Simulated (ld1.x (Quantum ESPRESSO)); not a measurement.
**P, TM: configuration errors across variants**

| Property | Result |
| --- | --- |
| Element | P (Z = 15) |
| Generator | ld1.x (Quantum ESPRESSO) 7.5 |
| Type | norm-conserving Troullier–Martins (Kleinman–Bylander form) |
| Functional | PBE |
| Relativity | non-relativistic |
| Frozen core | [Ne] |
| Valence charge | 5 |
| Reference configuration | 3s2 3p1 (charge +2) |
| Partial waves | 3p (bound): rc 1.50 bohr; 3d channel at -0.15 Ry: rc 1.35 bohr; 3s (bound): rc 1.10 bohr |
| Local potential | the s channel |
| Core correction | none |

All-electron excitation energies from the reference (eV): (1) 3s2 3p3 -28.901; (2) 3s2 3p2 -19.159; (3) 3s2 3p0 29.749; (4) 3s2 3p2.5 -25.120; (5) 3s1 3p4 -20.454; (6) 3s2 3p3.3 -30.211; (7) 3s1 3p3 -10.134.

4 further variants failed, have other tests or another functional or relativity, and are left out.

A true bound ghost makes a file unfit for plane-wave use even where its test errors are small: the radial tests pick states by their node count and pass the ghost by.

Errors AE − PS in meV (a dash: test not solved or not reliable):

```tsv
change	(1)	(2)	(3)	(4)	(5)	(6)	(7)	bound ghosts
base	+37	+15	+37	+27	+74	+42	+53	none
wave 3s (bound): rc 1.10 bohr becomes 3s (bound): rc 1.00 bohr	+54	+22	+45	+39	+106	+62	+74	none
wave 3d channel at -0.15 Ry: rc 1.35 bohr becomes 3d channel at -0.15 Ry: rc 0.98 bohr	+37	+15	+37	+27	+74	+42	+53	none
core correction a·sin(br)/r model core inside 0.62 bohr	+35	+13	+22	+24	+20	+40	+2.7	none
wave 3d channel at -0.15 Ry: rc 1.35 bohr becomes 3d channel at 6.86 Ry: rc 1.35 bohr	+37	+15	+37	+27	+74	+42	+53	none
local potential the d channel	+122	+57	+186	+94	+136	+134	+90	s
all radii scaled by about 1.40 (s 1.54, p 2.10, d 1.88 bohr)	+13	+5.4	+14	+9.6	+9.0	+15	+4.1	none
```

Problem. Give the same row for: wave 3p (bound): rc 1.50 bohr becomes 3p (bound): rc 2.24 bohr.

Solution. +36, +15, +36, +26, +76, +41, +55; bound ghosts: none.
